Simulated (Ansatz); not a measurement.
Diatomic SnRu, multiplicity 5 (an upper state: multiplicity 3 came lower at PBE0/def2-TZVPP). No spin–orbit coupling.

Seven points along R, fitted to fifth degree in 1/R; most abundant isotopes. Runs in def2 and cc sets follow the lowest solution found near the PBE0 minimum.

Programs: Ansatz (a first-principles code) with Gaussian orbitals. Each number belongs to the level named beside it. In def2 rows elements past Kr take small-core potentials, without spin–orbit coupling.

**Question.** What bond length and harmonic frequency does PBE/def2-TZVPP give?

**Answer.** r_e = 2.503 Å, ω_e = 223 cm⁻¹.

**Question.** What bond length and harmonic frequency does PBE0/def2-TZVPP give?

**Answer.** r_e = 2.523 Å, ω_e = 209 cm⁻¹.

**Question.** What bond length and harmonic frequency does wB97X-V/def2-TZVPP give?

**Answer.** r_e = 2.558 Å, ω_e = 184 cm⁻¹.
